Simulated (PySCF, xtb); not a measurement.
KCl, SMILES [Cl][K].

Harmonic wavenumbers (cm⁻¹) from GFN2-xTB in xtb at its own minimum, in rising order: 213.

**Question.** What does PBE-D3(BJ)/def2-TZVPD in PySCF give at its own minimum? (The exact figures need the calculation; the answer reports its results.)

**Answer.** 265. Paired by order, the mean absolute difference is 52 cm⁻¹ and the zero-point energies are 0.3 and 0.4 kcal/mol.
